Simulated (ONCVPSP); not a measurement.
How hard is this P ONCV potential?

ONCVPSP 4.0.1 input, shortened (lines: element, Z, core and valence counts, functional; n l f; lmax; l rc ep ncon nbas qcut; lloc lpopt rc5 dvloc0; l nproj debl; icmod fcfact rcfact), LDA (Perdew-Zunger), scalar-relativistic:

```
  P 15.00    3    2        3      upf
    1    0    2.00
    2    0    2.00
    2    1    6.00
    3    0    2.00
    3    1    3.00
    2
    0    1.45    0.00    4    7    4.50
    1    1.85    0.00    4    8    3.80
    2    1.80    0.16    4    7    5.10
    0    5    1.45    0.00
    0    0    2.50
    1    3    3.10
    2    2    2.20
    2    0.50    0.95
```

Problem. For each optimised wave give the share of its norm inside rc, the residual kinetic energy above qcut (Ha) and the cutoffs (Ha) for errors of 10, 1, 0.1 and 0.01 mHa per electron.

Solution.

| wave | norm inside rc | residual KE | 10 mHa | 1 mHa | 0.1 mHa | 0.01 mHa |
| --- | --- | --- | --- | --- | --- | --- |
| 3s | 0.293 | 1.1e-03 | 7.0 | 10.4 | 23.5 | 45.1 |
| 3p | 0.352 | 1.3e-04 | 3.1 | 4.5 | 9.3 | 51.6 |
| p projector 2 | 0.140 | 3.4e-03 | 6.4 | 10.4 | 29.2 | 66.5 |
| p projector 3 | 0.148 | 3.2e-01 | 12.9 | 22.5 | 90.8 | 104.4 |
| d projector 1 | 0.104 | 5.9e-04 | 7.0 | 11.9 | 37.4 | 51.6 |
| d projector 2 | 0.156 | 2.6e-02 | 15.3 | 31.9 | 61.2 | 70.6 |

The occupied waves need 10 Ha and 23 Ha for 1 and 0.1 mHa. The cutoffs count occupied waves only; projector 2 of the d channel, the hardest unoccupied one, needs 32 Ha at the loose tolerance.
